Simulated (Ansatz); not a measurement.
Species: sum formula Si2H4F2, charge 0, multiplicity 1. 
Geometry from a B3LYP-D3(BJ)/def2-TZVP (Ansatz, a quantum-chemistry and plane-wave program) optimisation:
```
Si
F 1 1.6139
H 1 1.4806 2 108.03
H 1 1.4806 3 109.32 2 117.33
Si 1 2.3571 3 111.84 4 124.42
F 5 1.6139 1 107.61 3 -61.50
H 5 1.4806 6 108.03 1 120.92
H 5 1.4806 7 109.32 6 -117.33
```

Property: atomisation energy (electronic, to ground-state atoms), in kcal/mol. Correlated levels leave the core frozen unless marked. Open shells are spin-unrestricted. Spin-orbit coupling is left out. Non-relativistic. The coupled-cluster limit lacks core correlation, which all-electron functionals hold. CBS marks a two-point X^-3 extrapolation of the correlation energy; Hartree-Fock from the larger set.

```tsv
level	program	atomisation energy (kcal/mol)	minus last row
HF/cc-pV(D+d)Z	Ansatz	467.0	-181.7
HF/aug-cc-pV(T+d)Z	Ansatz	490.5	-158.2
revPBE/def2-TZVPD	Ansatz	615.4	-33.3
r2SCAN/def2-TZVPD	Ansatz	640.8	-7.9
B97M-V/def2-TZVPD	Ansatz	643.5	-5.2
PBE0-D4/def2-TZVP	Ansatz + dftd4	630.6	-18.1
PBE0/def2-TZVPD	Ansatz	627.9	-20.8
PBE0/def2-QZVPP	Ansatz	629.6	-19.1
HSE06/def2-TZVPD	Ansatz	628.3	-20.4
RPA@PBE/cc-pV(T+d)Z	Ansatz	593.1	-55.6
MP2/aug-cc-pV(T+d)Z	Ansatz	641.6	-7.1
MP2/CBS(aug-cc-pV(T+d)Z,aug-cc-pV(Q+d)Z)	Ansatz	657.8	9.1
RI-MP2/cc-pV(T+d)Z	Ansatz	635.0	-13.7
RI-MP2/CBS(aug-cc-pV(T+d)Z,aug-cc-pV(Q+d)Z)	Ansatz	657.7	9.0
SCS-MP2/6-31G*	Ansatz	580.8	-67.9
SCS-MP2/cc-pV(Q+d)Z	Ansatz	650.1	1.4
CCSD/CBS(aug-cc-pV(T+d)Z,aug-cc-pV(Q+d)Z)	Ansatz	641.0	-7.7
CCSD(T)/aug-cc-pV(D+d)Z	Ansatz	599.2	-49.5
CCSD(T)/cc-pV(T+d)Z	Ansatz	625.8	-22.9
CCSD(T)/cc-pwCVTZ	Ansatz	628.2	-20.5
CCSD(T)/CBS(aug-cc-pV(T+d)Z,aug-cc-pV(Q+d)Z)	Ansatz	648.7	0.0
```
